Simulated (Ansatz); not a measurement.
Born–Oppenheimer molecular dynamics of AlH7O2Si (11 atoms, charge 0, multiplicity 1). It starts at the highest image of a converged band, a first-order saddle point between two minima.

All numbers below come from Ansatz 0.2.0, RHF/6-31G*.

```
ensemble                      : NVE (velocity Verlet)
time step                     : 0.5 fs
steps asked                   : 200
starting velocities drawn for : 100 K
seed                          : 5075
```

First frame:

```xyz
11
Properties=species:S:1:pos:R:3
Al -0.029 0.375 0.090
O -0.506 0.178 1.911
Si -1.432 -0.578 3.057
H -2.076 -1.750 2.443
H -0.581 -1.011 4.178
H -2.454 0.354 3.560
H 1.334 -0.353 -0.268
H -1.296 0.307 -0.853
O 0.268 2.031 0.889
H 1.137 2.401 0.963
H -0.125 1.283 1.812
```

(1) How far do the bonds stretch over the last three quarters of this one trajectory? (Pairs bonded in most of those frames.)

## Answers

(1) 
| bond | mean (Å) | spread (Å) | shortest | longest |
| --- | --- | --- | --- | --- |
| Al1–O2 | 1.721 | 0.064 | 1.62 | 1.82 |
| Al1–H7 | 1.591 | 0.012 | 1.57 | 1.61 |
| Al1–H8 | 1.586 | 0.007 | 1.57 | 1.60 |
| Al1–O9 | 2.281 | 0.090 | 2.02 | 2.35 |
| O2–Si3 | 1.620 | 0.043 | 1.55 | 1.71 |
| Si3–H4 | 1.479 | 0.035 | 1.43 | 1.53 |
| Si3–H5 | 1.480 | 0.024 | 1.44 | 1.51 |
| Si3–H6 | 1.486 | 0.007 | 1.47 | 1.50 |
| O9–H10 | 0.952 | 0.021 | 0.91 | 1.00 |
| O9–H11 | 0.959 | 0.044 | 0.89 | 1.02 |

Mean temperature of the second half: 341 K. The conserved energy stayed within 0.29 meV per atom of its start (net change -0.039 meV per atom), so the integration is sound. The kinetic energy rose, since the run started high on the potential surface and went downhill. A run of 0.1 ps of so small a system gives no equilibrium averages. The orbitals stay closed-shell, which can raise the energy where a bond breaks towards radicals; this wasn't checked here.

Time of the run: 5.6 min on 1 thread of Arm Neoverse V1, with other jobs on the host, peak memory 0.14 GiB.
